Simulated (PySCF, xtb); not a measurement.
B2H4, SMILES BB.

Harmonic wavenumbers (cm⁻¹) from GFN2-xTB (xtb 6.7.1) at its own minimum, in rising order: 405, 405, 478, 825, 825, 900, 1163, 1172, 2598, 2606, 2613, 2614.

Q: What does PBE-D3(BJ)/def2-TZVP (PySCF 2.14.0) give at its own minimum? (An estimate is asked for; the answer gives what the named calculation found.)

A: 334, 334, 591, 875, 952, 952, 1070, 1145, 2491, 2511, 2558, 2558. Paired by order, the mean absolute difference is 76 cm⁻¹ and the zero-point energies are 23.7 and 23.4 kcal/mol.
